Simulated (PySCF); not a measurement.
A species of formula C3H5Br has this rotational fingerprint, computed with PBE0-D3(BJ)/def2-SVP geometry optimisation, gas phase in PySCF:

* Rotational constants: A = 19410, B = 1962, C = 1905 MHz
* Dipole components: |μa| = 1.71 D, |μb| = 0.81 D, |μc| = 0.02 D
* Inertial defect: -18.32 u·Å²
* κ: -0.99

Task: Which structure is it? (One computed conformer of each.)
A. `BrC1CC1`
B. `[CH2:1]=[CH:2][CH2:3][Br:4]` with C1–C2–C3–Br4 -117°
C. 2-bromopropene (`C(C)(Br)=C`)

Result: B. It is C=CCBr, a near-prolate asymmetric top, point group C1. The candidates at the same level (rigid rotor, commonest isotopes):

```
  SMILES  A (MHz)  B (MHz)  C (MHz)  μa (D)  μb (D)  μc (D)  Δ (u·Å²)  point group                        rotor
C=C(C)Br     9270     3146     2384    1.54    0.28    0.00     -3.17           Cs               asymmetric top
 BrC1CC1    16545     2567     2447    1.78    0.00    0.35    -20.91           Cs  near-prolate asymmetric top
  C=CCBr    19410     1962     1905    1.71    0.81    0.02    -18.32           C1  near-prolate asymmetric top
```

`BrC1CC1` has B 31 % too high; `C=C(C)Br` has B 60 % too high. No structure here is proved a minimum.
